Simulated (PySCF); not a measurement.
PySCF 2.14 output of an unrestricted CAM-B3LYP calculation on a single atom or ion in def2-QZVPPD with the def2 core potential (60 electrons), with a scalar-relativistic core potential:

```
SCF conv_tol = 1e-09
number electrons alpha = 7  beta = 5
    T. Yanai, D. P. Tew, and N. C. Handy.,  Chem. Phys. Lett. 393, 51 (2004)
cycle= 1 E= -47.8146554620362  delta_E= -0.00531  |g|= 0.0182  |ddm|= 0.295
cycle= 2 E= -47.8150581769273  delta_E= -0.000403  |g|= 0.00783  |ddm|= 0.0577
cycle= 3 E= -47.8151074456046  delta_E= -4.93e-05  |g|= 0.00175  |ddm|= 0.0248
cycle= 4 E= -47.8151181698384  delta_E= -1.07e-05  |g|= 0.000317  |ddm|= 0.0162
cycle= 5 E= -47.8151184061122  delta_E= -2.36e-07  |g|= 9.82e-06  |ddm|= 0.00301
cycle= 6 E= -47.815118406335  delta_E= -2.23e-10  |g|= 1.56e-06  |ddm|= 9.9e-05
converged SCF energy = -47.815118406335  <S^2> = 2.0037528  2S+1 = 3.0025008
```

The run itself started from symmetry-adapted Hartree-Fock orbitals and held the occupation by maximum overlap, on a logarithmic radial grid, so the iterations belong to that start.

**Question.** Which element, charge and spin multiplicity is this?

**Answer.** Hf (hafnium, neutral), multiplicity 3; the state was [Xe] 4f14 5d2 6s2, high-spin 3F determinant.

Energies and moments cover only the electrons outside the core potential. Spin-orbit coupling, absent here, splits the open shell strongly.
